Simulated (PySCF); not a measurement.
PySCF 2.14 output of an unrestricted B3LYP calculation on a single atom or ion in dyall-acv3z, with no relativity, point nucleus:

```
SCF conv_tol = 1e-09
number electrons alpha = 2  beta = 1
    P. J. Stephens, F. J. Devlin, C. F. Chabalowski, and M. J. Frisch.,  J. Phys. Chem. 98, 11623 (1994)
cycle= 1 E= -14.2092593610489  delta_E= -0.00171  |g|= 0.00515  |ddm|= 0.0343
cycle= 2 E= -14.2092665319222  delta_E= -7.17e-06  |g|= 0.00043  |ddm|= 0.00299
cycle= 3 E= -14.2092665995483  delta_E= -6.76e-08  |g|= 5.44e-05  |ddm|= 0.000297
cycle= 4 E= -14.2092666004777  delta_E= -9.29e-10  |g|= 3.22e-06  |ddm|= 3.96e-05
converged SCF energy = -14.2092666004777  <S^2> = 0.7500103  2S+1 = 2.0000103
```

The run itself started from symmetry-adapted Hartree-Fock orbitals and held the occupation by maximum overlap, on a logarithmic radial grid, so the iterations belong to that start.

Question: Which element, charge and spin multiplicity is this?

Answer: Be⁺ (beryllium, charge +1), multiplicity 2; the state was [He] 2p1, 2P determinant (an excited configuration).
